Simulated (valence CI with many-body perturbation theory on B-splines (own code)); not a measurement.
# E1 line list for Pr XXVII

Method: valence CI with perturbative core correlation (CI+MBPT): five valence electrons over a frozen Dirac-Fock core [Ar] 3d10, radial functions for each j: 9 s, 9 p, 8 d, 6 f, 3 g, 1 h, with the one-electron correlation potential Σ1, the two-electron term Σ2, the three-electron term Σ3, Breit, model QED; selected CI, second order for the rest (own B-spline code, finite nucleus).

The last digits are not significant, and no measured levels were compared; by estimate large intervals hold to a few tenths of a per cent, small ones and those within an open d or f shell to about a per cent. Among the levels kept, up to 270 cm⁻¹ of a level comes from second order outside the variational space, and about a tenth of that is noise between levels of different J, which matters for small intervals.

Lines 151 to 186 of 186 in falling wavelength, among levels below 1552400 cm⁻¹, chosen from the strongest by gf and those to the six lowest levels. Wavelengths and rates use the calculated energies. Electric multipoles are in the length gauge, E1 and E2 with the static RPA response of the core. Weak lines are less certain than strong ones. Lines between different terms over intervals too small for the method are left out, as are lines whose strength nearly cancels.

Levels are named by their leading jj configuration (3d3/2^4 stands for four electrons in 3d with j = 3/2), which in mixed levels can hold well under half, so a name can repeat and another be missing. Letters in brackets count levels of one name in rising energy.

```csv
λ vac (Å),Upper,Lower,A (s⁻¹),S (a.u.) with core polarisation,S without
94.25,(4s^2 4p3/2^2 4d5/2) J=7/2,(4s^2 4p1/2 4p3/2^2) J=5/2,9.39e+09,3.11e-02,3.32e-02
91.82,(4s^2 4p3/2^2 4d3/2) J=3/2 [a],(4s^2 4p1/2 4p3/2^2) J=5/2,1.04e+11,1.59e-01,1.70e-01
91.35,(4s^2 4p3/2^2 4d3/2) J=5/2,(4s^2 4p1/2 4p3/2^2) J=5/2,2.71e+11,6.11e-01,6.54e-01
91.20,(4s^2 4p1/2 4p3/2 4d5/2) J=5/2 [a],(4s^2 4p1/2^2 4p3/2) J=3/2,1.49e+11,3.35e-01,3.59e-01
90.49,(4s^2 4p1/2 4p3/2 4d5/2) J=3/2 [a],(4s^2 4p1/2^2 4p3/2) J=3/2,2.38e+11,3.48e-01,3.73e-01
90.13,(4s^2 4p3/2^2 4d3/2) J=1/2,(4s^2 4p1/2 4p3/2^2) J=3/2,3.29e+11,2.38e-01,2.55e-01
89.79,(4s^2 4p3/2^2 4d3/2) J=3/2 [b],(4s^2 4p1/2 4p3/2^2) J=1/2,3.82e+11,5.46e-01,5.84e-01
89.34,(4s^2 4p3/2^2 4d3/2) J=3/2 [a],(4s^2 4p1/2 4p3/2^2) J=3/2,3.61e+11,5.09e-01,5.45e-01
88.95,(4s^2 4p3/2^2 4d3/2) J=7/2,(4s^2 4p1/2 4p3/2^2) J=5/2,5.62e+11,1.56e+00,1.67e+00
88.88,(4s^2 4p3/2^2 4d3/2) J=5/2,(4s^2 4p1/2 4p3/2^2) J=3/2,2.14e+11,4.45e-01,4.76e-01
88.35,(4s^2 4p1/2 4p3/2 4d3/2) J=5/2 [b],(4s^2 4p1/2^2 4p3/2) J=3/2,3.14e+11,6.41e-01,6.86e-01
87.97,(4s^2 4p1/2 4p3/2 4d3/2) J=1/2 [b],(4s^2 4p1/2^2 4p3/2) J=3/2,4.59e+11,3.09e-01,3.31e-01
87.75,(4s^2 4p3/2^2 4d5/2) J=1/2,(4s^2 4p1/2 4p3/2^2) J=1/2,2.30e+07,1.53e-05,1.60e-05
87.65,(4s^2 4p1/2 4p3/2 4d3/2) J=3/2 [c],(4s^2 4p1/2^2 4p3/2) J=3/2,2.55e+11,3.38e-01,3.62e-01
87.06,(4s^2 4p3/2^2 4d5/2) J=5/2 [a],(4s^2 4p1/2 4p3/2^2) J=5/2,1.54e+09,3.01e-03,3.21e-03
86.78,(4s^2 4p3/2^2 4d3/2) J=3/2 [b],(4s^2 4p1/2 4p3/2^2) J=5/2,4.09e+07,5.28e-05,5.33e-05
85.64,(4s^2 4p3/2^2 4d5/2) J=3/2,(4s^2 4p1/2 4p3/2^2) J=1/2,9.50e+10,1.18e-01,1.26e-01
84.83,(4s^2 4p3/2^2 4d5/2) J=5/2 [a],(4s^2 4p1/2 4p3/2^2) J=3/2,2.34e+04,4.22e-08,3.89e-08
84.74,(4s^2 4p1/2 4p3/2 4d5/2) J=3/2 [b],(4s^2 4p1/2^2 4p3/2) J=3/2,4.46e+10,5.36e-02,5.74e-02
84.55,(4s^2 4p3/2^2 4d3/2) J=3/2 [b],(4s^2 4p1/2 4p3/2^2) J=3/2,1.20e+10,1.43e-02,1.53e-02
84.46,(4s 4p3/2^4) J=1/2,(4s^2 4p1/2^2 4p3/2) J=3/2,8.53e+09,5.07e-03,5.43e-03
84.42,(4s^2 4p1/2 4p3/2 4d5/2) J=5/2 [b],(4s^2 4p1/2^2 4p3/2) J=3/2,1.21e+11,2.16e-01,2.31e-01
82.89,(4s^2 4p3/2^2 4d5/2) J=3/2,(4s^2 4p1/2 4p3/2^2) J=5/2,1.92e+09,2.16e-03,2.32e-03
82.74,(4s^2 4p3/2^2 4d5/2) J=1/2,(4s^2 4p1/2 4p3/2^2) J=3/2,5.80e+10,3.24e-02,3.47e-02
81.91,(4s^2 4p1/2 4p3/2 4d5/2) J=1/2,(4s^2 4p1/2^2 4p3/2) J=3/2,4.41e+09,2.39e-03,2.56e-03
81.46,(4s^2 4p3/2^2 4d5/2) J=5/2 [b],(4s^2 4p1/2 4p3/2^2) J=5/2,1.51e+10,2.42e-02,2.58e-02
80.86,(4s^2 4p3/2^2 4d5/2) J=3/2,(4s^2 4p1/2 4p3/2^2) J=3/2,2.52e+05,2.63e-07,2.34e-07
79.50,(4s^2 4p3/2^2 4d5/2) J=5/2 [b],(4s^2 4p1/2 4p3/2^2) J=3/2,1.41e+10,2.10e-02,2.25e-02
77.01,(4s^2 4p3/2^2 4d3/2) J=1/2,(4s^2 4p1/2^2 4p3/2) J=3/2,1.16e+09,5.23e-04,5.59e-04
76.43,(4s^2 4p3/2^2 4d3/2) J=3/2 [a],(4s^2 4p1/2^2 4p3/2) J=3/2,6.79e+07,5.98e-05,6.43e-05
76.10,(4s^2 4p3/2^2 4d3/2) J=5/2,(4s^2 4p1/2^2 4p3/2) J=3/2,8.85e+08,1.15e-03,1.23e-03
73.11,(4s^2 4p3/2^2 4d5/2) J=5/2 [a],(4s^2 4p1/2^2 4p3/2) J=3/2,1.54e+09,1.78e-03,1.92e-03
72.90,(4s^2 4p3/2^2 4d3/2) J=3/2 [b],(4s^2 4p1/2^2 4p3/2) J=3/2,1.93e+08,1.48e-04,1.59e-04
71.55,(4s^2 4p3/2^2 4d5/2) J=1/2,(4s^2 4p1/2^2 4p3/2) J=3/2,8.44e+08,3.05e-04,3.27e-04
70.14,(4s^2 4p3/2^2 4d5/2) J=3/2,(4s^2 4p1/2^2 4p3/2) J=3/2,1.22e+09,8.32e-04,8.93e-04
69.11,(4s^2 4p3/2^2 4d5/2) J=5/2 [b],(4s^2 4p1/2^2 4p3/2) J=3/2,7.65e+08,7.48e-04,8.02e-04
```
